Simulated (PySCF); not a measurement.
# Correlation energy of Nb (niobium, neutral)

[Kr] 4d3 5s1 6s1, high-spin 6F determinant (an excited configuration). Calculation: PySCF 2.14, in aug-cc-pVTZ-DK (9s8p6d3f2g, 102 functions); the spin-free X2C one-electron Hamiltonian (Gaussian nucleus). Frozen: [Kr]; 5 electrons correlated.

MP2 pair energies summed by pair of shells (mhartree):

```
 pair  energy  share (%)
4d-4d  -15.36       48.9
4d-5s  -12.53       39.9
5s-6s   -1.94        6.2
4d-6s   -1.58        5.0
```

Total MP2 correlation energy: -31.41 mhartree.

Same-spin part -31.41 and opposite-spin part 0.00 mhartree; SCS-MP2 scales them by 1/3 and 6/5 to -10.47 mhartree.
